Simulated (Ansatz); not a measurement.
The cluster Cs3Br2, relaxed as a doublet with UKS PBE0-D4/def2-SVP in Ansatz, starting from the GFN1-xTB geometry. Force threshold 0.02 eV/Å.

In the def2 sets Cs takes a core potential; there is no spin–orbit coupling. The relaxation made no stability test and no search for a lower SCF solution. Another isomer (doublet) lies 0.23 eV lower at PBE0-D4/def2-TZVP; other spin states weren't run for this one.

Start:

Cartesian coordinates in Å:
```
Cs -2.474 1.405 -0.836
Cs -1.177 -1.551 2.218
Cs 1.598 0.086 -0.584
Br 1.916 -2.190 1.696
Br 0.137 2.250 -2.493
```

```csv
step,energy (eV),largest force component (eV/Å),SCF passes
1,-141710.4975,0.617,17
2,-141710.7942,0.361,23
3,-141710.9369,0.182,23
4,-141711.0044,0.104,23
5,-141711.0399,0.043,24
6,-141711.0551,0.043,23
7,-141711.0583,0.035,23
8,-141711.0599,0.017,23
```

Force components are those of the run's own axes.

End:

Cartesian coordinates in Å:
```
Cs -2.9673 1.6862 -0.9661
Cs -1.4501 -1.8821 2.6346
Cs 2.6096 0.1270 -0.9738
Br 1.6993 -1.9182 1.5303
Br 0.1084 1.9871 -2.2251
```

By distances, no bond broke or formed, bridged metal pairs apart. The bond that changes most is Cs1–Cs2, from 4.44 to 5.29 Å (atoms count from 1). Metal–metal contacts that move far: Cs2–Cs3 4.27 to 5.79 Å, Cs1–Cs3 4.29 to 5.79 Å. The end is the same structure that another start reached.

No frequencies were taken in this run, so the end may be a saddle point.

Hardware: 4 threads of AMD EPYC 7B13 on a shared host. Wall time 34 s.
